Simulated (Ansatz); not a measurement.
HClSi, singlet, geometry from GFN2-xTB; WB97X-V/6-311G** in Ansatz (a first-principles code).

The Ansatz input:
Ansatz 0.2 input:
```yaml
crystal:
  periodic: [false, false, false]
  atoms:
    - {symbol: Si, position_ang: [0.79363529, -0.21555453, 0.71731260]}
    - {symbol: H, position_ang: [1.84239167, -0.41540957, -0.31289751]}
    - {symbol: Cl, position_ang: [-0.76195798, 0.20195136, -0.57232229]}
basis:
  gaussian:
    orbitals: 6-311G__.json
hamiltonian:
  xc: {name: wB97X-V}
accuracy: high
```
The basis file holds 6-311G** in the JSON format of the Basis Set Exchange.

Q: Write the output that Ansatz gives for this input, abridged.

A: 
```
Functional definition: wB97X-V
935 factors; integrals over basis functions are off by at most 4.1e-9 eV
225 factors; integrals over basis functions are off by at most 1.6e-9 eV
mean field evaluation 1: about -20412.7684 eV, gradient 1.2e1 eV
mean field evaluation 2: about -20413.0892 eV, gradient 8.2e0 eV
mean field evaluation 4: about -20413.2375 eV, gradient 2.8e-1 eV
mean field evaluation 8: about -20413.2407 eV, gradient 7.4e-3 eV
mean field evaluation 16: about -20413.2407 eV, gradient 2.1e-6 eV
mean field -20413.24065053 eV, -750.1727573154 hartree, gradient 2.3e-8 eV, S^2 0.000000; 0 other end points of the search recorded, 0 dependent functions left out
reference -20413.24065040 eV, -750.1727573109 hartree; 16, 16 occupied and 44, 44 virtual orbitals, 935 factors
Total energy: -20413.24065040 eV, -750.1727573109 hartree
```
